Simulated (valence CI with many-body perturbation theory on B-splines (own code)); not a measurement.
## Tl75+: what each term of the Hamiltonian does

Computed by relativistic CI+MBPT: four valence electrons over a frozen Dirac-Fock core [He], radial functions for each j: 11 s, 11 p, 9 d, 7 f, 5 g, 2 h, 1 i, with the one-electron correlation potential Σ1, the two-electron term Σ2, the three-electron term Σ3, Breit, model QED; selected CI, second order for the rest (own B-spline code, finite nucleus).

The last digits are not significant, and no measured levels were compared; by estimate large intervals hold to a few tenths of a per cent, small ones and those within an open d or f shell to about a per cent. Among the levels kept, up to 310 cm⁻¹ of a level comes from second order outside the variational space, and about a tenth of that is noise between levels of different J, which matters for small intervals.

Each rung adds one term. CI alone is the Dirac-Coulomb CI over the frozen core; QED comes last and gives the full result, which names the levels. Energies are above (2s^2 2p1/2^2) J=0 on the same rung, in eV.

Levels are named by their leading jj configuration (3d3/2^4 stands for four electrons in 3d with j = 3/2), which in mixed levels can hold well under half, so a name can repeat and another be missing. Letters in brackets count levels of one name in rising energy.

```csv
Level,CI alone,Σ1,Σ2,Σ3,Breit,QED,Full
(2s^2 2p1/2 2p3/2) J=1,2184.4,+0.29,-0.06,-0.03,-30.85,+2.31,2156.1
(2s^2 2p1/2 2p3/2) J=2,2213.4,+0.29,-0.03,-0.06,-41.77,+2.31,2174.2
(2s 2p1/2^2 2p3/2) J=2,2544.4,-0.12,-0.30,-0.09,-12.68,-22.90,2508.3
(2s 2p1/2^2 2p3/2) J=1,2639.8,-0.12,-0.47,-0.19,-8.22,-22.97,2607.8
(2s^2 2p3/2^2) J=2,4421.6,+0.58,-0.03,-0.09,-64.74,+4.26,4361.6
(2s^2 2p3/2^2) J=0,4481.5,+0.58,+0.07,-0.15,-52.70,+4.23,4433.5
(2s 2p1/2 2p3/2^2) J=2 [a],4693.4,+0.18,-0.20,-0.08,-39.78,-20.65,4632.8
(2s 2p1/2 2p3/2^2) J=3,4756.6,+0.18,-0.24,-0.12,-56.89,-20.66,4678.9
(2s 2p1/2 2p3/2^2) J=0,4805.2,+0.18,-0.15,-0.15,-30.47,-20.69,4753.9
(2s 2p1/2 2p3/2^2) J=1 [a],4838.7,+0.18,-0.49,-0.21,-37.97,-20.75,4779.5
(2s 2p1/2 2p3/2^2) J=2 [b],4856.9,+0.18,-0.43,-0.22,-48.39,-20.74,4787.4
(2s 2p1/2 2p3/2^2) J=1 [b],4850.9,+0.18,-0.29,-0.19,-37.16,-20.72,4792.8
(2p1/2^2 2p3/2^2) J=2,5225.0,-0.23,-0.79,-0.26,-18.40,-45.56,5159.7
(2p1/2^2 2p3/2^2) J=0,5287.0,-0.22,-0.71,-0.26,-6.14,-45.57,5234.1
(2s 2p3/2^3) J=2,6993.8,+0.47,-0.18,-0.17,-68.97,-18.43,6906.5
(2s 2p3/2^3) J=1,7088.1,+0.47,-0.36,-0.23,-64.92,-18.50,7004.6
(2p1/2 2p3/2^3) J=1,7422.2,+0.06,-0.65,-0.25,-41.31,-43.75,7336.3
(2p1/2 2p3/2^3) J=2,7451.1,+0.06,-0.61,-0.25,-52.12,-43.75,7354.4
(2p3/2^4) J=0,9684.0,+0.36,-0.47,-0.25,-66.83,-41.56,9575.2
```

The middle columns are the shifts that each term adds.

Q: How does the ionisation energy move along the ladder, and which term matters most?

A: CI alone 22843, + Σ1 22844, + Σ2 22844, + Σ3 22844, + Breit 22788, + QED 22787 eV. The largest step is Breit, -55 eV. NIST lists 22780 ± 100 eV (theoretical).
